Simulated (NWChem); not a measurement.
System meant: Si2H4ClF; SMILES F[SiH2][SiH2]Cl

The following NWChem deck was run.

```
start job
memory heap 200 mb stack 900 mb global 1100 mb
geometry units angstroms noautoz
  Si    -0.082905     1.514958     0.474710
  F      1.012595     2.155185    -0.532739
  Si    -0.796698    -0.587108    -0.295028
  Cl     0.730138    -2.006649    -0.160391
  H      0.518705     1.396143     1.828782
  H     -1.263610     2.421714     0.530686
  H     -1.252934    -0.544208    -1.708027
  H     -1.922881    -1.054326     0.557849
end
basis spherical
  * library def2-svp
end
dft
  odft
  mult 2
  xc xpbe96 cpbe96
  iterations 150
  mulliken
end
task dft energy
```

End of the output:

```
 Summary of "ao basis" -> "" (spherical)
 ------------------------------------------------------------------------------
       Tag                 Description            Shells   Functions and Types
 ---------------- ------------------------------  ------  ---------------------
 *                          def2-svp                  on all atoms

  pbe96 is a nonlocal functional; adding pw91lda local functional.

                                 NWChem DFT Module
                                 -----------------

 Summary of "ao basis" -> "ao basis" (spherical)
 ------------------------------------------------------------------------------
       Tag                 Description            Shells   Functions and Types
 ---------------- ------------------------------  ------  ---------------------
 Si                         def2-svp                 8       18   4s3p1d
 F                          def2-svp                 6       14   3s2p1d
 Cl                         def2-svp                 8       18   4s3p1d
 H                          def2-svp                 3        5   2s1p

 Summary of "ao basis" -> "ao basis" (spherical)
 ------------------------------------------------------------------------------
       Tag                 Description            Shells   Functions and Types
 ---------------- ------------------------------  ------  ---------------------
 Si                         def2-svp                 8       18   4s3p1d
 F                          def2-svp                 6       14   3s2p1d
 Cl                         def2-svp                 8       18   4s3p1d
 H                          def2-svp                 3        5   2s1p

  number of electrons :                   58
  multiplicity        :                    2
 ------------------------------------------------------------------------
  no. of electrons and multiplicity not compatible                  58
 ------------------------------------------------------------------------
 ------------------------------------------------------------------------
  current input line :
    23: task dft energy
 ------------------------------------------------------------------------
 ------------------------------------------------------------------------
 There is an error in the input file
 ------------------------------------------------------------------------
 For more information see the NWChem manual at https://nwchemgit.github.io

0: no. of electrons and multiplicity not compatible:Received an Error in Communication
```

**Question.** Find the fault in this run and fix the input.

**Answer.** The input was rejected before any calculation. Cause: the multiplicity doesn't fit the number of electrons (an even count wants an odd multiplicity, and the reverse). This input runs:
```
start job
memory heap 200 mb stack 900 mb global 1100 mb
geometry units angstroms noautoz
  Si    -0.082905     1.514958     0.474710
  F      1.012595     2.155185    -0.532739
  Si    -0.796698    -0.587108    -0.295028
  Cl     0.730138    -2.006649    -0.160391
  H      0.518705     1.396143     1.828782
  H     -1.263610     2.421714     0.530686
  H     -1.252934    -0.544208    -1.708027
  H     -1.922881    -1.054326     0.557849
end
basis spherical
  Si library def2-svp
  F library def2-svp
  Cl library def2-svp
  H library def2-svp
end
dft
  xc xpbe96 cpbe96
  iterations 150
  mulliken
end
task dft energy
```
It converges to -1140.51830 Ha (PBE/def2-SVP).
